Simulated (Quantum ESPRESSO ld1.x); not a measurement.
Values are calculated unless marked as measured or tabulated.
Re4+, 71 electrons, occupied as [Xe] 4f14 5d2 6d1 (not the ground configuration). Code: ld1.x of Quantum ESPRESSO 7.5. Model: scalar-relativistic Kohn-Sham, B86b exchange with PBE correlation, spin-unpolarised, spherical densities, point nucleus.

Radial electron density D(r) = 4 pi r^2 rho(r):

```
   r/bohr * D(r) (the largest magnitude, 138, reaches the edge; | marks zero)
 0.001064 |   *
 0.001454 |     *
  0.00197 |        *
 0.002692 |            *
 0.003678 |                  *
 0.004984 |                         *
 0.006809 |                                 *
 0.009302 |                                      *
  0.01261 |                                        *
  0.01722 |                                      *
  0.02353 |                                   *
  0.03189 |                                        *
  0.04357 |                                                  *
  0.05952 |                                                      *
  0.08066 |                                              *
   0.1102 |                                          *
   0.1505 |                                                  *
    0.204 |                                        *
   0.2787 |                         *
   0.3808 |                              *
   0.5161 |                         *
    0.705 |            *
   0.9632 |      *
    1.305 |   *
    1.783 |*
    2.436 *
    3.302 *
    4.511 *
    6.163 *
    8.352 *
```

D(r) has 4 maxima, at r = 0.0121, 0.0554, 0.154, 0.409 bohr, and minima at 0.0233, 0.100, 0.290 bohr, inside which lie 1.89, 11.06, 29.98 electrons.
